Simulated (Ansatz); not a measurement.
Two structures of AlSiH7O4, closed shell, reached by relaxing down either side of one saddle point (PBE0-D4/def2-TZVP). Energies are electronic, without zero-point energy. Ansatz 0.2.0; basis: def2-TZVPP and def2-QZVPP; cores frozen in the correlated methods. Extrapolation: Hartree–Fock as exp(−7.88 √X), correlation as X^−2.97. First:

| atom | x (Å) | y (Å) | z (Å) |
| --- | --- | --- | --- |
| Al1 | -0.4914 | -0.5286 | 0.8248 |
| O2 | -0.1847 | -0.0466 | 2.4282 |
| O3 | -1.1737 | -2.0448 | 0.4484 |
| O4 | -1.0533 | 0.6729 | -0.3643 |
| H5 | 2.0153 | -0.3332 | 0.1204 |
| O6 | 1.0944 | -0.1473 | -0.0672 |
| Si7 | 0.7477 | 1.0085 | -1.3459 |
| H8 | -0.7541 | -0.2495 | 3.1657 |
| H9 | -1.1885 | -2.7784 | 1.0581 |
| H10 | -1.8004 | 0.5013 | -0.9375 |
| H11 | 2.1831 | 0.9964 | -1.8181 |
| H12 | 0.5645 | 2.4224 | -0.9549 |
| H13 | 0.0409 | 0.5270 | -2.5577 |

Second:

Al1  (-0.681, -0.527, 0.415)
O2  (-0.072, 0.048, 2.190)
O3  (-0.762, -2.226, 0.333)
O4  (-2.174, 0.286, 0.669)
H5  (0.655, 0.676, 2.099)
O6  (0.567, 0.278, -0.436)
Si7  (1.386, 0.810, -1.723)
H8  (-0.847, 0.531, 2.512)
H9  (-0.057, -2.754, -0.035)
H10  (-3.008, -0.087, 0.394)
H11  (2.020, -0.317, -2.465)
H12  (2.468, 1.736, -1.283)
H13  (0.502, 1.546, -2.670)
(Å)

Question: Which bonds change from the first to the second?

Answer: AlSiH₇O₄ ([OH][Al]1([OH])[OH][SiH3][OH]1) → AlSiH₇O₄ ([OH][Al]([OH])([OH2])[O][SiH3]); bonds formed: O2–H5; bonds broken: O4–Si7, H5–O6; bonds weakened to dative contacts: Al1–O2.

Question: Give the saddle point's structure and its height above each. (To be estimated.)

Answer: Computed: 0.385 eV above the first and 0.673 eV above the second (CCSD(T) at an estimated basis limit (MP2 extrapolated from triple and quadruple zeta, plus CCSD(T) − MP2 in triple zeta)).
```
13
angstrom
Al -0.8502 -0.5895 0.5439
O 0.2070 -0.1990 1.9879
O -1.2464 -2.2146 0.2638
O -2.0519 0.5894 0.2968
H 0.8826 0.1291 0.9433
O 0.7642 -0.0099 -0.2046
Si 1.3550 0.9022 -1.4526
H -0.0522 0.4952 2.5953
H -0.6627 -2.9449 0.4530
H -2.9366 0.3530 0.0264
H 2.7704 0.5269 -1.6923
H 1.2820 2.3436 -1.1053
H 0.5386 0.6187 -2.6555
```

No T1 diagnostic of these runs exceeds 0.012.

Labels in which every atom is bracketed show which atoms are joined, not bond orders.

For scale, one of the runs: CCSD(T)/def2-TZVPP, 306 basis functions, launched by `ansatz run in.yaml --threads 8 --pin off --events-out ev --progress --plain --max-ram 19148MiB`. Time: 6.6 min of wall clock on 8 CPU threads of an Intel Xeon; the host was shared. Peak host memory: 11 GiB.
